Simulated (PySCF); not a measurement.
F(2+) (fluorine, charge +2) across methods

[He] 2s1 2p3 3s1, high-spin 6S determinant (an excited configuration). All numbers are calculated (PySCF 2.14, scalar relativity by spin-free X2C-1e, in x2c-QZVPPall with one added diffuse shell each of s, p, d, f type (8s5p4d3f1g, 73 functions)).

```csv
method,E (hartree),mean ε 2s α (eV),mean ε 2p α (eV),mean ε 3s α (eV),Σ⟨r²⟩ (bohr²),⟨S²⟩
M06-L,-96.1158,-85.888,-65.715,-20.181,11.65,8.750
LDA,-95.4651,-82.290,-64.281,-20.296,11.62,8.750
UHF,-96.00461,-102.33,-77.946,-23.212,11.80,8.750
r2SCAN0,-96.1267,-89.714,-68.911,-21.084,11.73,8.750
r2SCANh,-96.1266,-87.195,-67.040,-20.612,11.73,8.750
HSE06,-96.0677,-87.414,-67.418,-20.680,11.64,8.750
PBE,-96.0382,-82.882,-64.341,-20.202,11.62,8.750
r2SCAN,-96.1265,-85.518,-65.793,-20.296,11.74,8.750
PBE0,-96.0592,-87.863,-67.870,-21.040,11.66,8.750
```

The outer electron is Rydberg-like, and this basis confines it to a smaller radius and binds it less than a complete one would.
